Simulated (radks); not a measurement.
Values are calculated unless marked as measured or tabulated.
Question: These are the eigenvalues of the occupied orbitals of an atom or ion with whole-number occupations (hartree). Level of theory: scalar-relativistic Kohn-Sham, PBE, spin-polarised, spherical densities, point nucleus (a radial shooting solver on a logarithmic mesh with Libxc functionals).

orbital  eigenvalue
1s down   -431.8848
1s up     -431.8847
2s down   -55.81825
2s up     -55.81822
2p down   -49.09152
2p up     -49.09150
3s down    -8.16617
3s up      -8.16615
3p down    -6.08468
3p up      -6.08466
3d up      -2.66096
3d down    -2.66092
4s up      -1.54340
4s down    -1.54106
6f up      -0.12077

Which element is it, and in what charge state? The configuration may be excited. Open shells, if any, are filled with parallel spins first.

Answer: Z = 33, arsenic, charge +2: As2+ in [Ar] 3d10 4s2 6f1. The list shows which subshells hold electrons but not how many an open one holds; the 1s level, -431.88 hartree, gives Z - s = 29.4 by -(Z - s)^2/2, which with screening and relativity narrows Z to a few neighbours, and the depths of the outer levels then fix element, charge and occupations together.
